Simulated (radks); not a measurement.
Problem. These are the eigenvalues of the occupied orbitals of an atom or ion with whole-number occupations (Ry). Method: scalar-relativistic Kohn-Sham, PBEsol, spin-polarised, spherical densities, finite nucleus; Fermi nuclear charge, rms radius of each element as measured or else 0.836 A^(1/3) + 0.57 fm; computed with a radial shooting solver on a logarithmic mesh with Libxc functionals.

1s up: -723.1211
1s down: -723.1206
2s up: -109.2274
2s down: -109.1267
2p up: -97.91737
2p down: -97.84162
3s up: -30.36107
3s down: -30.20650
3p up: -26.85920
3p down: -26.70346
3d up: -21.40974

Which element is it, and in what charge state? The configuration may be excited. Open shells, if any, are filled with parallel spins first.

Solution. Z = 30, zinc, charge +11: Zn11+ in [Ar] 3d1. The list shows which subshells hold electrons but not how many an open one holds; the 1s level, -361.56 hartree, gives Z - s = 26.9 by -(Z - s)^2/2, which with screening and relativity narrows Z to a few neighbours, and the depths of the outer levels then fix element, charge and occupations together.
